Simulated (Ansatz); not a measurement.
`C=CB[SiH2][SiH3]`, charge 0, multiplicity 1.

Task: Give a relaxed structure at PBE0-D4/def2-TZVP (the Gaussian-basis code of Ansatz). (An estimate is asked.)

Result: Computed: 
Cartesian coordinates in Å:
```
C 2.438 -0.927 -1.417
C 1.131 -0.678 -1.251
B 0.460 -0.909 0.110
Si -1.460 -0.477 0.479
Si -1.471 1.757 1.208
H 3.041 -1.290 -0.590
H 2.949 -0.785 -2.366
H 0.574 -0.318 -2.114
H 1.154 -1.297 1.008
H -2.076 -1.301 1.557
H -2.338 -0.543 -0.726
H -0.624 1.914 2.422
H -0.927 2.645 0.144
H -2.851 2.208 1.536
```
This is one stationary point; other conformers may exist.
